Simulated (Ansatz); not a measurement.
Ideal-gas functions of BClH3NSi, SMILES `ClB1N[SiH2]1` at 500 K and 1 bar, from an Ansatz frequency run at PBE0-D4/def2-TZVP.

Molar mass 91.38 g/mol, point group Cs (symmetry number 1), electronic degeneracy 1, moments of inertia 29.186, 232.86, 256.108 u Å². Harmonic wavenumbers (cm⁻¹, unscaled): 247, 257, 444, 561, 627, 657, 671, 744, 939, 976, 1026, 1439, 2221, 2230, 3598.

Use S(trans) = R[1.5 ln M + 2.5 ln T − 1.1517]; rotational temperatures θ = 24.2544 K / I; S(rot) = R[ln(√π/σ · √(T³/θAθBθC)) + 1.5]; for each mode x = 1.438777 ν̃/T, S = R[x/(eˣ − 1) − ln(1 − e⁻ˣ)] and H = RT x/(eˣ − 1); 1 cm⁻¹ = 0.0119627 kJ/mol; R = 8.31446 J/(mol·K).

Q: By hand: the entropy, in J/(mol·K).

A: Translation 175.9. Rotation: θ = 0.831, 0.1042, 0.0947 K, giving 114.7. Vibration, mode by mode: 11.33, 11.01, 6.82, 5.18, 4.45, 4.16, 4.03, 3.41, 2.19, 2.02, 1.80, 0.69, 0.10, 0.10, 0.00, in all 57.3. Electronic 0.0. Sum 347.9 J/(mol·K).

Q: By hand: H − E and G − E in kJ/mol, counted from the electronic energy.

A: Zero-point energy ½ × 16637 × 0.0119627 = 99.5; thermal vibration 17.4; translation, rotation and pV give 4 RT = 16.6. H − E = 133.5 kJ/mol, and G − E = 133.5 − 500 × 347.9/1000 = -40.4 kJ/mol.

Vibration gives 16 % of the entropy.
